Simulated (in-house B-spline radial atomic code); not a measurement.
**RPA and G0W0 on r2SCAN: the manganese ion Mn⁺**

Configuration [Ar] 3d5 4s1, highest spin, mean-field start r2SCAN. Computed with a B-spline radial code for spherical atoms: all electrons, scalar-relativistic (spin-free one-electron X2C), finite nucleus, each spin shell either full or empty, empty states to l = 9 with an (l + 1/2)⁻⁴ tail; G0W0 by contour deformation at full frequency.

RPA overbinds a lone outer s electron by self-correlation, and G0W0 tends to as well.

Command:
```bash
python run_gw.py task.json out
```
Settings (radii: box in bohr, nucleus in fm):
```
Z                        25
electrons                24
configuration            [Ar] 3d5 4s1
hamiltonian              x2c
method                   r2scan
lmax                     9
rms_radius               3.7057
spin_polarised           True
box_radius               23.78
intervals                71
ion_configuration        [Ar] 3d5
```

Cost of the run: 8.3 s on 1 thread of Arm Neoverse N1, with other jobs on the host.

Energies (hartree):

```tsv
term	value
mean-field total	-1158.28744
Hartree-Fock functional on these orbitals	-1157.17048
direct second order	-1.8819
second-order exchange	0.63117
SOSEX correction	0.56452
```

Question: What is the RPA correlation energy, and what remains with SOSEX?

Answer: RPA gives -1.5988 hartree (-1.81 eV per electron); RPA + SOSEX gives -1.0342, and the second-order doubles -1.2507 hartree (no singles). RPA lacks exchange-type terms and so overcorrelates at short range.

Quasi-particle levels (eV):

```
  level  occupied  mean field  Σx - vxc     Σc  QP weight    G0W0
  4s up       yes     -12.890     -2.34      ?          ?       ?
3d down        no      -9.928     11.02  -6.68      0.828  -5.591
```

G0W0 = mean field + (Σx - vxc) + Σc, with Σc (partial-wave tail included) taken at the quasi-particle energy. Only the outer levels were computed. Levels of low weight are left out.

Question: Where does G0W0 put 4s up?

Answer: At -16.415 eV, with Σc = -1.19 eV and a quasi-particle weight of 0.935. The tabulated removal energy is 15.640 eV (NIST, measured); the calculation leaves out spin-orbit coupling, Breit and QED terms, and what these don't explain is the method's own error.

Question: What does it cost to remove one electron (to [Ar] 3d5) by differences of total energies, each species on its own start (correlation terms add to the Hartree-Fock functional)?

Answer: r2SCAN 16.152 eV, Hartree-Fock functional 14.691 eV, + RPA 16.218 eV, + RPA + SOSEX 15.434 eV, + second order 16.102 eV. Tabulated: 15.640 eV (NIST, measured); the calculation leaves out spin-orbit coupling, Breit and QED terms, and what these don't explain is the method's own error.
